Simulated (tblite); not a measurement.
Compound: C4H9FO3Si.
Structure used (GFN2-xTB), in Å, numbered top down from 1:
```xyz
18
C4H9FO3Si angstrom
C      0.128    0.297   -1.737
C     -0.091    0.199   -0.232
O      1.053    0.631    0.505
C      2.174   -0.148    0.412
F      2.922    0.169   -0.704
C     -1.243    1.105    0.270
O     -1.998    0.389    1.200
Si    -1.562   -1.183    1.283
O     -0.401   -1.108    0.118
H      0.923   -0.378   -2.041
H     -0.786    0.014   -2.251
H      0.404    1.315   -1.998
H      2.808    0.073    1.277
H      1.943   -1.220    0.337
H     -0.817    1.988    0.752
H     -1.887    1.409   -0.559
H     -0.989   -1.477    2.586
H     -2.590   -2.069    0.771
```

Calculated harmonic vibrations of the isolated species, GFN2-xTB (tblite), most abundant isotopes, no scaling. Against measured fundamentals such values can be off by several per cent, at times by over 20. Modes of hydrogen on silicon can be 10 to 20 % off. One conformer, not necessarily the lowest.

Harmonic wavenumbers (cm⁻¹): 46.3, 66.5, 122.7, 134.1, 207.4, 252.9, 281.9, 328.2, 389.1, 480.5, 489.7, 533.6, 552.3, 622.0, 634.8, 677.7, 791.4, 813.9, 825.0, 846.4, 895.2, 947.0, 957.1, 985.0, 1072.2, 1096.8, 1118.5, 1125.1, 1167.6, 1193.5, 1205.2, 1248.2, 1302.0, 1324.6, 1388.1, 1414.7, 1459.3, 1462.6, 1484.0, 2339.3, 2377.4, 2905.1, 2946.4, 2950.4, 2976.0, 3044.8, 3050.3, 3051.9.

A = 2787, B = 936.9, C = 865.3 MHz; mass 152.030 u (most abundant isotopes); point group C1, symmetry number 1.

Q: What is the zero-point energy?

A: Half the sum of the wavenumbers: 28792 cm⁻¹ = 344.44 kJ/mol.

Q: Entropy at 273.15 K, 1 bar (ideal gas, RRHO, classical rotation)?

A: Translation 169.69, rotation 121.68, vibration 107.07: S = 398.4 J/(mol K).

Q: And Cp and H(273.15 K) − H(0)?

A: Cp = 150.95 J/(mol K), of which vibrations give 117.70 (their classical limit is 48 R = 399.1); H(273.15 K) − H(0) = 24.78 kJ/mol without the zero-point energy, 15.70 from vibrations.

Q: How do the functions run with temperature in this model?

A: 
```tsv
T (K)	S (J/(mol K))	Cp (J/(mol K))	H − H(0) (kJ/mol)	G − H(0) (kJ/mol)	ln q(vib)
50	247.7	53.9	2.09	-10.30	0.52
100	291.8	75.3	5.33	-23.85	1.66
298.15	412.2	162.2	28.70	-94.19	6.60
373.15	452.1	194.3	42.09	-126.61	8.52
500	515.5	239.6	69.73	-188.03	11.77
750	625.1	300.0	137.82	-331.03	18.00
1000	717.0	337.5	217.84	-499.12	23.79
```

q(vib) and H(0) count from the zero-point level.

Q: What must be added to the electronic energy to get the Gibbs energy at 273.15 K and 1 bar?

A: ZPE + [H(273.15 K) − H(0)] − T·S = 344.44 + 24.78 − 108.84 = 260.38 kJ/mol.

Q: Blend soft modes into free rotors: weight 1/[1 + (100 cm⁻¹/ν̃)⁴] for the oscillator and the rest for a rotor with moment μB/(μ + B), μ = h/(8π²ν), B = 10⁻⁴⁴ kg m². What vibrational entropy results?

A: 98.31 J/(mol K) in place of 107.07, which changes −T·S at 273.15 K by +2.39 kJ/mol.

Q: Which modes carry the vibrational entropy at 273.15 K?

A: 46.3 cm⁻¹: 20.07; 66.5 cm⁻¹: 17.08; 122.7 cm⁻¹: 12.09; 134.1 cm⁻¹: 11.38; 207.4 cm⁻¹: 7.98; 252.9 cm⁻¹: 6.52 J/(mol K); the other 42 give 31.96 together.

Hindered rotation and anharmonicity are outside this model. Other conformers, if any are populated, would add a mixing term that is left out. The structure is chiral; the term R ln 2 for an equal mix with its mirror image is left out.
